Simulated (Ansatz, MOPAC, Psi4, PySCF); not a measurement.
Molecule: C3, net charge 0, singlet state. SMILES: [C]=C=[C]
Geometry from a B3LYP-D3(BJ)/def2-TZVP (Ansatz, a quantum-chemistry and plane-wave program) optimisation:
```
C
C 1 1.2873
C 1 1.2873 2 180.00
```
Charge 0, spin multiplicity 1.

Wanted: vertical electron affinity to the doublet, in eV. Set-up: non-relativistic; 6-31G* and kin with 6d, 5d where marked; each state is the SCF solution reached for its charge and spin; no dispersion term unless named; open shells spin-unrestricted; PM7 with its own dispersion and hydrogen-bond terms; spin-orbit terms left out. First-principles rows: single points at B3LYP-D3(BJ) geometries (Ansatz). Semi-empirical rows: differences of heats of formation at the shared geometry for vertical values. Sets without +, aug- or the D of def2-TZVPD hold no diffuse functions, which anions need.

```
level               program  vertical electron affinity to the doublet (eV)
------------------  -------  ----------------------------------------------
PM3                   MOPAC                                            1.91
PM7                   MOPAC                                            0.51
PBE/6-31G*           Ansatz                                            1.29
B3LYP/6-31G*         Ansatz                                            1.37
M06-2X/6-31G* (5d)    PySCF                                            1.31
wB97X-D/6-31G*         Psi4                                            1.45
M06-2X/def2-TZVPD     PySCF                                            2.05
```

No value to compare with is used here. The 6 habitual levels span 0.51 (PM7) to 1.91 eV (PM3); M06-2X/def2-TZVPD gives 2.05.

The levels are drawn from those run, B3LYP/6-31G* more often than the rest, none by its result; runs whose electronic state is in doubt are left out.
